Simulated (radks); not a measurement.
Question: Radial electron density D(r) = 4 pi r^2 rho(r) of an atom or ion with 31 electrons. All-electron calculation, Dirac Kohn-Sham, PBE, spin-unpolarised, spherical densities, finite nucleus; Fermi nuclear charge, rms radius of each element as measured or else 0.836 A^(1/3) + 0.57 fm. Program: a radial shooting solver on a logarithmic mesh with Libxc functionals.

r (bohr)  D(r) (e/bohr)
0.0022            2.441
0.002501          3.051
0.002842          3.801
0.00323           4.720
0.003672          5.837
0.004173          7.185
0.004743          8.799
0.00539           10.71
0.006127          12.95
0.006963          15.55
0.007914          18.50
0.008995          21.80
0.01031           25.64
0.01171           29.49
0.01331           33.43
0.01513           37.31
0.0172            40.91
0.01954           43.98
0.02221           46.27
0.02525           47.57
0.02869           47.76
0.03261           46.86
0.03706           45.08
0.04212           42.87
0.04788           40.83
0.05441           39.68
0.06185           40.03
0.07029           42.19
0.07989           45.98
0.0908            50.62
0.1032            54.86
0.1173            57.26
0.1333            56.72
0.1515            52.98
0.1722            46.89
0.1957            40.26
0.2224            35.23
0.2528            33.33
0.2873            34.70
0.3266            37.93
0.3712            40.65
0.4218            40.70
0.4794            37.17
0.5449            30.68
0.6243            22.46
0.7096            15.42
0.8064            10.22
0.9166            7.012
1.042             5.236
1.184             4.117
1.346             3.124
1.529             2.123
1.738             1.236
1.976            0.5998
2.245            0.2373
2.552           0.07444
2.9             0.01799
3.297          0.003257
3.747         0.0004278

What is the nuclear charge?

Answer: Z = 38. The innermost maximum, from 1s, lies near gamma/Z bohr with gamma = sqrt(1 - (Z/c)^2) = 0.961, here 0.0253 bohr (found: 0.0276), and its height grows with Z. The density is that of the strontium ion Sr7+ in [Ar] 3d10 4s2 4p(1/2: 1, 3/2: 0); the configuration itself is not fixed sharply by these data, and Z only to a few units. D(r) has 3 maxima, at r = 0.0276, 0.122, 0.396 bohr, and minima at 0.0566, 0.255 bohr, inside which lie 2.08, 11.11 electrons.
